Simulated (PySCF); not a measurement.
A run for PySCF: R-BP86/6-31G* on HF (SMILES F).

```python
from pyscf import gto, scf, dft, mp
from pyscf.data.elements import chemcore

mol = gto.M(
    atom='''
    F    -0.04811267   -0.99302390   -0.13729845
    H     0.03747627   -0.48044510    0.64394619
    ''',
    basis='6-31g*',
    cart=True,
    charge=0, spin=0, verbose=3, max_memory=1800)
mf = dft.RKS(mol, xc='b88,p86')
mf.conv_tol = 1e-8
mf.max_cycle = 100
mf.kernel()
if not mf.converged:
    mf = mf.newton().run(mf.mo_coeff, mf.mo_occ)
```

Program output:

```
converged SCF energy = -100.418438602104
```

The run converged.

Cost: about 0.11 core-seconds (a rough figure).
